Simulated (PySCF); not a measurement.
ClF₂HSi. Atoms are numbered in the order given.

```xyz
5

Si    -0.4217    -0.3654     0.0000
F     -1.1043     0.2947     1.2957
F     -1.1043     0.2947    -1.2957
Cl     1.5544     0.0957     0.0000
H     -0.6444    -1.8159     0.0000
```
Charge 0, spin multiplicity 1.

Geometry: ωB97X-D3(BJ)/def2-SVP.

Vertical ionisation energy (IE) and electron affinity (EA) in eV. Rows of orbital energies are one-electron estimates. Where ΔSCF, EOM or ADC give a negative EA the extra electron is unbound and the value depends on the basis.

| level | IE | EA |
|---|---|---|
| −ε(HOMO), −ε(LUMO), ωB97X/def2-TZVPD (PySCF) | 12.56 | -1.65 |
| ADC(2)/aug-cc-pVDZ (PySCF) | 12.47 | -1.10 |

Problem. Beyond the first one, list the lowest photoelectron lines from ADC(2)/aug-cc-pVDZ (PySCF 2.14.0) with their pole strengths (two spins summed). (An estimate is asked for; the answer gives what the named calculation found.)

Solution. 13.37 eV (1.81), 14.29 eV (1.74), 14.61 eV (1.77), 14.71 eV (1.74).
